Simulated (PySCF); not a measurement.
Structure with atom numbers: `[O:1]=[CH:2][c:3]1[p:4][cH:5][n:6][cH:7][c:8]1[SiH3:9]`. Each H is labelled by its parent atom.

Calculated, not measured (PySCF): σ from GIAO-PBE0/pcSseg-1, structure optimised with GFN2-xTB. Equivalent nuclei averaged, no relativistic terms, isolated molecule, single conformer.

Scale: TMS for 13C (reference shieldings calculated alike).

Question: Do the 13C shifts follow the atomic charges (in e)? Tabulate both.

Answer: 
```
atoms  hybridisation  δ (ppm)  σ para (ppm)  Hirshfeld    IAO  Mulliken  ESP-fitted
   C2            sp2    202.5          -262      +0.13  +0.25     +0.39       +0.35
   C5            sp2    192.3          -265      -0.03  -0.22     -0.16       +0.45
   C3            sp2    184.3          -267      -0.07  -0.25     -0.51       +0.28
   C7            sp2    160.5          -224      +0.03  +0.01     +0.16       +0.59
   C8            sp2    144.7          -220      -0.07  -0.25     -0.35       -0.52
```

Correlation coefficients of δ with charge over these carbons: Hirshfeld +0.52, IAO +0.43, Mulliken +0.36, ESP-fitted +0.61; with the paramagnetic shielding -0.92. With so few points these coefficients are fragile. Charge is one influence among several: hybridisation and low-lying excitations act through the paramagnetic term.

Shifts are as computed. Against solution values, carbons near 30 ppm lie about +3 ppm off and those near 130 ppm about +5 ppm. Of 1211 compounds with measured shifts, 218 miss one by over three times the rms of a fit or turn the order of signals round; such compounds aren't used in these exercises.
